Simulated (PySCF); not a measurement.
Removal energies of Bi⁶⁵⁺ from EOM-IP-GCCSD

Reference: closed-shell Bi⁶⁵⁺, [Ar]; one electron is removed. Calculated with PySCF 2.14, two-component X2C-1e with screened spin-orbit coupling, an even-tempered Gaussian basis (17 s from 7.7 bohr⁻², ratio 2.6; 14 p from 10 bohr⁻², ratio 2.6; 5 d from 10 bohr⁻², ratio 2.8; 3 f from 150 bohr⁻², ratio 2.8); frozen [Ne]; the 58 highest virtual spinors dropped; of the others 54 kept and the rest restored at second order. No Breit or QED terms. Binding energies in eV.

```csv
level,Koopmans
3s1/2,8461.8
3p1/2,8203.9
3p3/2,7586.4
```

(1) How does correlation move these levels?

One-hole weights below 0.9, a sign of mixing with satellites: 3s1/2 (0.78).

For comparison, the ionisation energy of Bi⁶⁵⁺ is 7580 ± 30 eV (theoretical estimate listed by NIST; NIST Atomic Spectra Database, ionization energies).

Answers

(1) 3s1/2: second order 8453.0, EOM-CCSD 8437.2; 3p1/2: second order 8203.3, EOM-CCSD 8203.2; 3p3/2: second order 7587.7, EOM-CCSD 7588.0.
